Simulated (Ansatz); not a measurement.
Calculated with Ansatz (gas phase, PBE0-D4/def2-TZVP geometries, no zero-point term in ΔE). CCSD(T)/CBS adds triple-zeta CCSD(T) − MP2 to the extrapolated MP2 energy (def2 sets, frozen cores). This one scheme is used for every species, atoms too. For atomizations the MP2-based limit and the directly extrapolated one differ by several kJ/mol either way, and by 10 to 25 for some Ge, Se and Sn compounds, so smaller differences from it don't rank the levels. DFT in def2-TZVPP. No spin–orbit coupling; open shells (•) take unrestricted orbitals. Spin–orbit coupling would lower the free atoms: a little for Cl; clearly for Ge. For Ge outer-core shells are correlated without core-valence functions, so the limit isn't a true one: a few kJ/mol of doubt a bond, and 10 to 20 or more in all where bonds break to atoms. Scalar relativity is left out up to krypton. Each species was taken in one conformer, which may not be the lowest.

Consider the atomization: `[Cl][GeH2][GeH2][Cl]` → 2 Cl• + 2 Ge• + 4 H•.

Question: What is ΔE at CCSD(T)/CBS? (Best estimate.)

Answer: The calculation gave: +22.10 eV.

Question: What do these levels give: PBE-D4, r2SCAN-D4, PBE0-D4, ωB97X-V, PBE, MP2/def2-QZVPP? (An estimate is asked.)

Answer: The calculation gave: PBE-D4 21.87, r2SCAN-D4 22.13, PBE0-D4 21.78, ωB97X-V 22.23, PBE 21.64, MP2/def2-QZVPP 21.97 eV.

Largest T1 diagnostic among the species: 0.010.

In def2-TZVPP, CCSD(T) changes the Hartree–Fock value by +5.58 eV (the triples alone add +0.34 eV) and MP2 by +5.64 eV; breaking electron pairs costs correlation energy, which Hartree–Fock lacks. The D4 term adds +0.37 eV with B3LYP and +0.19 eV with PBE0; it sums over pairs of atoms, weighted by their polarisabilities, and B3LYP, whose exchange is more repulsive, gets the larger term. From PBE to PBE0 (25 % exact exchange), in def2-TZVPP and without D4, ΔE moves by −0.06 eV: exact exchange takes away binding that semilocal exchange gives to molecules.

B3LYP here is the variant with VWN-RPA as its local correlation; programs differ in this.
